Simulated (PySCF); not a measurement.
**Solvent effects on NMR parameters**

Geometry (Å), atoms numbered from 1 in this order:
```xyz
18

C     3.1121   -0.0948    0.2274
C     1.7621    0.0898   -0.3664
C     0.5998   -0.0123    0.2884
P    -0.9566    0.2340   -0.5805
C    -1.9333    1.3897    0.4234
S    -0.8572    0.6073   -2.4792
C    -1.8513   -1.3840   -0.1754
F    -3.1160   -1.3448   -0.5854
F    -1.8606   -1.5864    1.1537
F    -1.2531   -2.4207   -0.7420
H     3.7192    0.8152    0.0898
H     3.0718   -0.3341    1.2992
H     3.6489   -0.9036   -0.2953
H     1.7091    0.3270   -1.4390
H     0.5526   -0.2561    1.3563
H    -1.9777    1.0619    1.4719
H    -2.9454    1.4407   -0.0011
H    -1.4625    2.3798    0.3531
```

GIAO PBE0/pcSseg-1 in PySCF on one PBE0-D3(BJ)/def2-SVP conformer, non-relativistic, equivalent nuclei averaged. Solvents enter as an IEF-PCM continuum (dichloromethane with ε = 8.9) around the gas-phase geometry. Shifts are referred to TMS, CS2, CFCl3 computed in the same medium.

Gas phase, δ in ppm: C2 166.6, C7 129.7, C3 124.0, C1 23.0, C5 19.6, S6 -301.3, F8/F9/F10 -87.6, H14 7.26, H15 5.96, H11/H12/H13 2.14, H16/H17/H18 1.63. Dipole moment 4.49 D.

(1) How does each δ change in the continuum?

(2) Which of the listed nuclei move most (in ppm), and what does the model miss?

## Answers

(1) 
| atoms | environment | Δδ, dichloromethane |
| --- | --- | --- |
| C2 | alkene CH | +2.9 |
| C7 | CF3 carbon | +1.3 |
| C3 | alkene CH | -0.7 |
| C1 | allylic methyl carbon | +0.7 |
| C5 | methyl carbon bonded to P | +0.7 |
| S6 | sulfur bonded to P | -17.6 |
| F8/F9/F10 | fluorine of a CF3 group | +2.0 |
| H14 | hydrogen on an alkene CH | -0.01 |
| H15 | hydrogen on an alkene CH | +0.24 |
| H11/H12/H13 | hydrogen on an allylic methyl carbon | +0.11 |
| H16/H17/H18 | hydrogen on a methyl carbon bonded to P | +0.23 |

Changes are relative to the gas phase. The dipole moment becomes 5.85 D in dichloromethane.

(2) S6 (sulfur bonded to P, -17.6 ppm) in dichloromethane. A continuum only polarises the solute; specific hydrogen bonds, the anisotropy of aromatic solvents and changes of geometry or conformer are outside it.
